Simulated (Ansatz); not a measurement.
Mulliken charges of CH₃FOSe, SMILES `OC(F)[SeH]` from B3LYP/def2-TZVPP in Ansatz (PBE0-D4/def2-TZVP geometry).

```tsv
atom	x (Å)	y (Å)	z (Å)	charge (e)
O1	-0.155	-0.621	1.347	-0.280
C2	-0.059	0.276	0.332	0.204
F3	-1.286	0.554	-0.209	-0.207
Se4	1.116	-0.429	-1.098	-0.093
H5	-0.434	-1.472	0.987	0.202
H6	0.348	1.202	0.735	0.121
H7	0.530	0.421	-2.140	0.054
```

**Question.** By hand: the dipole of these point charges (1 e Å = 4.8032 D).

**Answer.** Σ q r = (0.177, 0.026, 0.009) e Å, of length 0.179 e Å = 0.86 D.

**Question.** How does the dipole of the full density compare? (Best estimate.)

**Answer.** The calculation gave: (0.052, -0.052, -0.058) e Å, 0.45 D; the point charges give 1.91 times that, at 64° from its direction.

Point charges leave out the atoms' own dipoles, such as those of lone pairs, and Mulliken's split depends on the basis, so the two needn't agree.

B3LYP here is the variant with VWN-RPA as its local correlation; programs differ in this.
